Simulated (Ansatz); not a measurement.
Species: CF, net charge 0, doublet state. SMILES: [C]F
Geometry: optimised at B3LYP-D3(BJ)/def2-TZVP (Ansatz, a quantum-chemistry and plane-wave program).

PBE beside other levels, property by property. Valence correlation only, unless marked. UHF or UKS for open shells. No spin-orbit coupling. Non-relativistic. CBS marks a two-point X^-3 extrapolation of the correlation energy; Hartree-Fock from the larger set (for Q and 5 zeta extrapolated as (X+1)exp(-9√X)). Atomisation energies are electronic, to ground-state atoms; the column to compare with has the core term from cc-pwCVTZ added, other frozen-core levels have none. Vertical energies are electronic, to the SCF solution reached for that spin. Anions need diffuse functions, of which def2-TZVPD holds fewer than the aug- sets. The coupled-cluster column (Ansatz) is a level with limits of its own: (a) CCSD(T)/CBS(aug-cc-pVTZ,aug-cc-pVQZ); (b) CCSD(T)/CBS(cc-pVQZ,cc-pV5Z).

```
property                                        SVWN5/def2-TZVPD (Ansatz)  wB97M-V/def2-TZVPD (Ansatz)  CCSD(T)/aug-cc-pVTZ (Ansatz)  coupled cluster
----------------------------------------------  -------------------------  ---------------------------  ----------------------------  ---------------
vertical electron affinity to the triplet (eV)                       0.24                        -0.08                          0.05         0.11 (a)
atomisation energy (kcal/mol)                                       167.5                        134.4                         128.5        132.6 (b)
```

What does PBE/def2-TZVPD (Ansatz) give for each property, and on which side of coupled cluster does it fall?


- vertical electron affinity to the triplet: PBE lies 0.07 eV below coupled cluster; PBE gives 0.04 eV.
- atomisation energy: PBE lies 12.1 kcal/mol above coupled cluster; PBE gives 144.7 kcal/mol.
